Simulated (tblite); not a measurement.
C6H4F3O (doublet state).
Atom-mapped SMILES: `[O:1]=[C:2]([C@@H:3]1[C:4]2[CH2:5][C@@H:6]12)[C:7]([F:8])([F:9])[F:10]` (hydrogens: H11 on C3; H12, H13 on C5; H14 on C6)
Bond orders are those of one Lewis drawing.

Computed with GFN2-xTB (tblite), gas phase: L-BFGS steps from a force-field or distance-geometry start until the largest atomic force falls under 0.01 eV/Å.

Step 7: E = -896.5913 eV
```
atom  x, y, z in Å  |  force x, y, z in eV/Å
O1     -1.2831   -1.6286   -0.8467    0.148  -0.050   0.037
C2     -1.1089   -0.5605   -0.3323    0.052   0.256  -0.123
C3      0.1099   -0.0498    0.3238    0.241   0.016  -0.254
C4      1.2675    0.3397   -0.5834    0.033  -0.272   0.043
C5      2.3974    0.2013    0.3806   -0.249   0.013  -0.031
C6      1.3703   -0.9097    0.1343   -0.065   0.325   0.122
C7     -2.2242    0.5206   -0.3719   -0.030   0.096   0.078
F8     -1.7317    1.6971   -0.7875    0.011   0.056   0.001
F9     -3.2268    0.2074   -1.1834   -0.076  -0.051   0.071
F10    -2.7220    0.7287    0.8590   -0.112   0.018   0.013
H11    -0.0534    0.5892    1.2019    0.031  -0.352  -0.177
H12     3.3890   -0.0026   -0.0001   -0.085   0.191  -0.066
H13     2.3584    0.8157    1.2792    0.107  -0.299   0.011
H14     1.4568   -1.9490   -0.0958   -0.005   0.054   0.274
```

Step 8: E = -896.6120 eV
```
atom  x, y, z in Å  |  force x, y, z in eV/Å
O1     -1.2823   -1.6256   -0.8451    0.131   0.044  -0.010
C2     -1.1052   -0.5508   -0.3432   -0.088   0.006   0.002
C3      0.1133   -0.0503    0.3145    0.222   0.148  -0.261
C4      1.2695    0.3424   -0.5947    0.058  -0.293   0.208
C5      2.3948    0.2032    0.3773   -0.164   0.055  -0.037
C6      1.3748   -0.9058    0.1225   -0.168   0.351   0.167
C7     -2.2304    0.5247   -0.3683    0.093  -0.006   0.032
F8     -1.7277    1.6954   -0.7888   -0.100   0.099   0.040
F9     -3.2297    0.2034   -1.1818   -0.060   0.016   0.116
F10    -2.7285    0.7290    0.8650   -0.050   0.028  -0.118
H11    -0.0575    0.5750    1.2006    0.073  -0.292  -0.191
H12     3.3865    0.0077    0.0003    0.008   0.143  -0.132
H13     2.3687    0.8007    1.2860    0.009  -0.224   0.018
H14     1.4532   -1.9496   -0.0664    0.036  -0.076   0.166
```

**Question.** Estimate the geometry and energy of step 9. (The exact step hangs on the optimiser's Hessian estimate; all steps are aligned on step 8, rigid shifts and turns removed.)

**Answer.** E = -896.6262 eV, largest force 0.292 eV/Å
```
atom  x, y, z in Å  |  force x, y, z in eV/Å
O1     -1.2795   -1.6225   -0.8443    0.090   0.067  -0.058
C2     -1.1032   -0.5432   -0.3511   -0.136  -0.132   0.069
C3      0.1171   -0.0478    0.3027    0.087   0.198  -0.196
C4      1.2722    0.3413   -0.6020    0.074  -0.129   0.142
C5      2.3921    0.2060    0.3742   -0.023   0.071  -0.004
C6      1.3760   -0.9005    0.1163   -0.141   0.027   0.188
C7     -2.2339    0.5279   -0.3654    0.136  -0.064  -0.016
F8     -1.7267    1.6958   -0.7889   -0.165   0.119   0.060
F9     -3.2328    0.2008   -1.1782   -0.047   0.055   0.119
F10    -2.7343    0.7297    0.8675   -0.003   0.036  -0.155
H11    -0.0594    0.5591    1.1967    0.085  -0.170  -0.134
H12     3.3841    0.0182   -0.0018    0.059   0.098  -0.171
H13     2.3767    0.7855    1.2923   -0.065  -0.130   0.044
H14     1.4509   -1.9508   -0.0401    0.050  -0.045   0.113
```

The energy changes by -0.0142 eV. The first-order estimate −F·Δx gives -0.0201 eV and the mean of the old and new forces, exact on a quadratic surface, -0.0142 eV. The step makes an angle of 60° with the force vector and moves no atom by more than 0.026 Å.

The cost below is that of the whole relaxation. The run took 0.47 s on Arm Neoverse V1, one thread (shared host).
